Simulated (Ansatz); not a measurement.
Ansatz (a quantum-chemistry and plane-wave program) input (HF/6-31G*):

Ansatz 0.2 input:
```yaml
crystal:
  periodic: [false, false, false]
  atoms:
    - {symbol: C, position_ang: [-1.78252002, 0.44165940, 0.32444208]}
    - {symbol: O, position_ang: [-0.45281559, 0.47571440, 0.68526494]}
    - {symbol: B, position_ang: [0.48365466, -0.17400243, -0.17785857]}
    - {symbol: O, position_ang: [0.22309441, -0.79227066, -1.26280933]}
    - {symbol: O, position_ang: [1.78233611, -0.01330456, 0.38588342]}
    - {symbol: H, position_ang: [-2.17758224, 1.45530443, 0.20335506]}
    - {symbol: H, position_ang: [-1.92852333, -0.09771532, -0.60345446]}
    - {symbol: H, position_ang: [-2.38363818, -0.03766276, 1.10362095]}
    - {symbol: H, position_ang: [2.34567110, -0.46098405, -0.22759341]}
basis:
  gaussian:
    orbitals: 6-31G*
hamiltonian:
  xc: {name: HF}
total_charge: -1
phonons: {temperatures: {t_min: 298.15, t_max: 298.15, t_step: 100}}
```

Output:

```
Functional definition: HF
integrals: 0.03 GiB planned
874 factors; integrals over basis functions are off by at most 4.1e-4 eV
mean field: 0.21 GiB planned
mean field evaluation 1: about -7876.8330 eV, gradient 4.0e1 eV
mean field evaluation 2: about -7876.9075 eV, gradient 4.0e1 eV
mean field evaluation 4: about -7880.2729 eV, gradient 3.8e0 eV
mean field evaluation 8: about -7880.3197 eV, gradient 1.2e-1 eV
mean field -7880.31982909 eV, -289.5964122464 hartree, gradient 2.0e-5 eV, S^2 0.000000; 0 other end points of the search recorded, 0 dependent functions left out
the calculation of the forces begins
reference -7880.31982909 eV, -289.5964122464 hartree; 20, 20 occupied and 63, 63 virtual orbitals, 874 factors
these checks for a lower state are left out or cut short: stability, starts, cluster_reference, orbital_swaps, neighbouring_geometries, increment
integrals: 0.03 GiB planned
874 factors; integrals over basis functions are off by at most 4.1e-4 eV
mean field: 0.21 GiB planned
mean field evaluation 16: about -7880.3196 eV, gradient 7.5e-5 eV
mean field -7880.31962430 eV, -289.5964047204 hartree, gradient 1.6e-6 eV, S^2 0.000000; 0 other end points of the search recorded, 0 dependent functions left out
the calculation of the forces begins
reference -7880.31962430 eV, -289.5964047204 hartree; 20, 20 occupied and 63, 63 virtual orbitals, 874 factors
these checks for a lower state are left out or cut short: stability, starts, cluster_reference, orbital_swaps, neighbouring_geometries, increment
integrals: 0.03 GiB planned
874 factors; integrals over basis functions are off by at most 4.1e-4 eV
mean field: 0.21 GiB planned
mean field -7880.31962625 eV, -289.5964047921 hartree, gradient 1.1e-6 eV, S^2 0.000000; 0 other end points of the search recorded, 0 dependent functions left out
the calculation of the forces begins
reference -7880.31962625 eV, -289.5964047921 hartree; 20, 20 occupied and 63, 63 virtual orbitals, 874 factors
these checks for a lower state are left out or cut short: stability, starts, cluster_reference, orbital_swaps, neighbouring_geometries, increment
integrals: 0.03 GiB planned
874 factors; integrals over basis functions are off by at most 4.1e-4 eV
mean field: 0.21 GiB planned
mean field evaluation 32: about -7880.3196 eV, gradient 1.1e-6 eV
mean field -7880.31964236 eV, -289.5964053842 hartree, gradient 1.9e-6 eV, S^2 0.000000; 0 other end points of the search recorded, 0 dependent functions left out
the calculation of the forces begins
reference -7880.31964236 eV, -289.5964053842 hartree; 20, 20 occupied and 63, 63 virtual orbitals, 874 factors
these checks for a lower state are left out or cut short: stability, starts, cluster_reference, orbital_swaps, neighbouring_geometries, increment
integrals: 0.03 GiB planned
874 factors; integrals over basis functions are off by at most 4.1e-4 eV
mean field: 0.21 GiB planned
mean field -7880.31964685 eV, -289.5964055493 hartree, gradient 3.0e-6 eV, S^2 0.000000; 0 other end points of the search recorded, 0 dependent functions left out
the calculation of the forces begins
reference -7880.31964685 eV, -289.5964055493 hartree; 20, 20 occupied and 63, 63 virtual orbitals, 874 factors
these checks for a lower state are left out or cut short: stability, starts, cluster_reference, orbital_swaps, neighbouring_geometries, increment
integrals: 0.03 GiB planned
874 factors; integrals over basis functions are off by at most 4.1e-4 eV
mean field: 0.21 GiB planned
mean field -7880.31972814 eV, -289.5964085365 hartree, gradient 3.4e-6 eV, S^2 0.000000; 0 other end points of the search recorded, 0 dependent functions left out
the calculation of the forces begins
reference -7880.31972814 eV, -289.5964085365 hartree; 20, 20 occupied and 63, 63 virtual orbitals, 874 factors
these checks for a lower state are left out or cut short: stability, starts, cluster_reference, orbital_swaps, neighbouring_geometries, increment
integrals: 0.03 GiB planned
874 factors; integrals over basis functions are off by at most 4.1e-4 eV
mean field: 0.21 GiB planned
mean field -7880.31973265 eV, -289.5964087021 hartree, gradient 3.6e-6 eV, S^2 0.000000; 0 other end points of the search recorded, 0 dependent functions left out
the calculation of the forces begins
reference -7880.31973265 eV, -289.5964087021 hartree; 20, 20 occupied and 63, 63 virtual orbitals, 874 factors
these checks for a lower state are left out or cut short: stability, starts, cluster_reference, orbital_swaps, neighbouring_geometries, increment
integrals: 0.03 GiB planned
874 factors; integrals over basis functions are off by at most 4.1e-4 eV
mean field: 0.21 GiB planned
mean field -7880.31972956 eV, -289.5964085888 hartree, gradient 3.1e-6 eV, S^2 0.000000; 0 other end points of the search recorded, 0 dependent functions left out
[...]
reference -7880.31979820 eV, -289.5964111112 hartree; 20, 20 occupied and 63, 63 virtual orbitals, 874 factors
these checks for a lower state are left out or cut short: stability, starts, cluster_reference, orbital_swaps, neighbouring_geometries, increment
integrals: 0.03 GiB planned
874 factors; integrals over basis functions are off by at most 4.1e-4 eV
mean field: 0.21 GiB planned
mean field evaluation 160: about -7880.3197 eV, gradient 1.1e-6 eV
mean field -7880.31973627 eV, -289.5964088354 hartree, gradient 1.4e-6 eV, S^2 0.000000; 0 other end points of the search recorded, 0 dependent functions left out
the calculation of the forces begins
reference -7880.31973627 eV, -289.5964088354 hartree; 20, 20 occupied and 63, 63 virtual orbitals, 874 factors
these checks for a lower state are left out or cut short: stability, starts, cluster_reference, orbital_swaps, neighbouring_geometries, increment
integrals: 0.03 GiB planned
874 factors; integrals over basis functions are off by at most 4.1e-4 eV
mean field: 0.21 GiB planned
mean field -7880.31973366 eV, -289.5964087396 hartree, gradient 1.4e-6 eV, S^2 0.000000; 0 other end points of the search recorded, 0 dependent functions left out
the calculation of the forces begins
reference -7880.31973366 eV, -289.5964087396 hartree; 20, 20 occupied and 63, 63 virtual orbitals, 874 factors
these checks for a lower state are left out or cut short: stability, starts, cluster_reference, orbital_swaps, neighbouring_geometries, increment
integrals: 0.03 GiB planned
874 factors; integrals over basis functions are off by at most 4.1e-4 eV
mean field: 0.21 GiB planned
mean field -7880.31981061 eV, -289.5964115674 hartree, gradient 9.2e-7 eV, S^2 0.000000; 0 other end points of the search recorded, 0 dependent functions left out
the calculation of the forces begins
reference -7880.31981061 eV, -289.5964115674 hartree; 20, 20 occupied and 63, 63 virtual orbitals, 874 factors
these checks for a lower state are left out or cut short: stability, starts, cluster_reference, orbital_swaps, neighbouring_geometries, increment
integrals: 0.03 GiB planned
874 factors; integrals over basis functions are off by at most 4.1e-4 eV
mean field: 0.21 GiB planned
mean field -7880.31981088 eV, -289.5964115771 hartree, gradient 1.0e-6 eV, S^2 0.000000; 0 other end points of the search recorded, 0 dependent functions left out
the calculation of the forces begins
reference -7880.31981088 eV, -289.5964115771 hartree; 20, 20 occupied and 63, 63 virtual orbitals, 874 factors
these checks for a lower state are left out or cut short: stability, starts, cluster_reference, orbital_swaps, neighbouring_geometries, increment
integrals: 0.03 GiB planned
874 factors; integrals over basis functions are off by at most 4.1e-4 eV
mean field: 0.21 GiB planned
mean field -7880.31971624 eV, -289.5964080991 hartree, gradient 1.6e-6 eV, S^2 0.000000; 0 other end points of the search recorded, 0 dependent functions left out
the calculation of the forces begins
reference -7880.31971624 eV, -289.5964080991 hartree; 20, 20 occupied and 63, 63 virtual orbitals, 874 factors
these checks for a lower state are left out or cut short: stability, starts, cluster_reference, orbital_swaps, neighbouring_geometries, increment
integrals: 0.03 GiB planned
874 factors; integrals over basis functions are off by at most 4.1e-4 eV
mean field: 0.21 GiB planned
mean field evaluation 192: about -7880.3197 eV, gradient 1.6e-6 eV
mean field -7880.31971487 eV, -289.5964080488 hartree, gradient 1.6e-6 eV, S^2 0.000000; 0 other end points of the search recorded, 0 dependent functions left out
the calculation of the forces begins
reference -7880.31971487 eV, -289.5964080488 hartree; 20, 20 occupied and 63, 63 virtual orbitals, 874 factors
these checks for a lower state are left out or cut short: stability, starts, cluster_reference, orbital_swaps, neighbouring_geometries, increment
integrals: 0.03 GiB planned
874 factors; integrals over basis functions are off by at most 4.1e-4 eV
mean field: 0.21 GiB planned
mean field -7880.31980923 eV, -289.5964115165 hartree, gradient 1.5e-6 eV, S^2 0.000000; 0 other end points of the search recorded, 0 dependent functions left out
the calculation of the forces begins
reference -7880.31980923 eV, -289.5964115165 hartree; 20, 20 occupied and 63, 63 virtual orbitals, 874 factors
these checks for a lower state are left out or cut short: stability, starts, cluster_reference, orbital_swaps, neighbouring_geometries, increment
integrals: 0.03 GiB planned
874 factors; integrals over basis functions are off by at most 4.1e-4 eV
mean field: 0.21 GiB planned
mean field -7880.31980754 eV, -289.5964114544 hartree, gradient 1.7e-6 eV, S^2 0.000000; 0 other end points of the search recorded, 0 dependent functions left out
the calculation of the forces begins
reference -7880.31980754 eV, -289.5964114544 hartree; 20, 20 occupied and 63, 63 virtual orbitals, 874 factors
these checks for a lower state are left out or cut short: stability, starts, cluster_reference, orbital_swaps, neighbouring_geometries, increment
integrals: 0.03 GiB planned
874 factors; integrals over basis functions are off by at most 4.1e-4 eV
mean field: 0.21 GiB planned
mean field -7880.31970577 eV, -289.5964077146 hartree, gradient 1.6e-6 eV, S^2 0.000000; 0 other end points of the search recorded, 0 dependent functions left out
the calculation of the forces begins
reference -7880.31970577 eV, -289.5964077146 hartree; 20, 20 occupied and 63, 63 virtual orbitals, 874 factors
these checks for a lower state are left out or cut short: stability, starts, cluster_reference, orbital_swaps, neighbouring_geometries, increment
integrals: 0.03 GiB planned
874 factors; integrals over basis functions are off by at most 4.1e-4 eV
mean field: 0.21 GiB planned
mean field -7880.31971288 eV, -289.5964079758 hartree, gradient 1.1e-6 eV, S^2 0.000000; 0 other end points of the search recorded, 0 dependent functions left out
the calculation of the forces begins
reference -7880.31971288 eV, -289.5964079758 hartree; 20, 20 occupied and 63, 63 virtual orbitals, 874 factors
these checks for a lower state are left out or cut short: stability, starts, cluster_reference, orbital_swaps, neighbouring_geometries, increment
integrals: 0.03 GiB planned
874 factors; integrals over basis functions are off by at most 4.1e-4 eV
mean field: 0.21 GiB planned
mean field evaluation 224: about -7880.3198 eV, gradient 2.8e-6 eV
mean field -7880.31978660 eV, -289.5964106848 hartree, gradient 2.8e-6 eV, S^2 0.000000; 0 other end points of the search recorded, 0 dependent functions left out
the calculation of the forces begins
reference -7880.31978660 eV, -289.5964106848 hartree; 20, 20 occupied and 63, 63 virtual orbitals, 874 factors
these checks for a lower state are left out or cut short: stability, starts, cluster_reference, orbital_swaps, neighbouring_geometries, increment
integrals: 0.03 GiB planned
874 factors; integrals over basis functions are off by at most 4.1e-4 eV
mean field: 0.21 GiB planned
mean field -7880.31978789 eV, -289.5964107324 hartree, gradient 1.3e-6 eV, S^2 0.000000; 0 other end points of the search recorded, 0 dependent functions left out
the calculation of the forces begins
reference -7880.31978789 eV, -289.5964107324 hartree; 20, 20 occupied and 63, 63 virtual orbitals, 874 factors
Total energy: -7880.31982909 eV, -289.5964122464 hartree
Atom 0 at    -1.782520     0.441659     0.324442 Å, force    -0.001405    -0.000200    -0.000653 eV/Å
Atom 1 at    -0.452816     0.475714     0.685265 Å, force     0.001174    -0.000624    -0.000767 eV/Å
Atom 2 at     0.483655    -0.174002    -0.177859 Å, force     0.000826    -0.000916    -0.001331 eV/Å
Atom 3 at     0.223094    -0.792271    -1.262809 Å, force    -0.000167     0.001102     0.001790 eV/Å
Atom 4 at     1.782336    -0.013305     0.385883 Å, force    -0.000137     0.000863     0.001400 eV/Å
Atom 5 at    -2.177582     1.455304     0.203355 Å, force    -0.000181     0.000363    -0.000059 eV/Å
Atom 6 at    -1.928523    -0.097715    -0.603454 Å, force     0.000470     0.000204     0.000445 eV/Å
Atom 7 at    -2.383638    -0.037663     1.103621 Å, force    -0.000256    -0.000178     0.000267 eV/Å
Atom 8 at     2.345671    -0.460984    -0.227593 Å, force    -0.000324    -0.000614    -0.001092 eV/Å
Dipole moment:    -0.312586     0.209130     0.275268 e Å
Vibrations: 30.89 145.64 285.43 455.22 541.58 598.46 776.31 826.86 1113.39 1251.48 1286.66 1309.38 1338.47 1599.36 1661.61 1669.20 1731.80 3107.92 3115.93 3273.75 4130.86 cm⁻¹, zero-point energy 1.875274 eV
```

The blocks after the first are displaced geometries, from whose forces the wavenumbers follow.

The dipole moment of an ion depends on the origin.
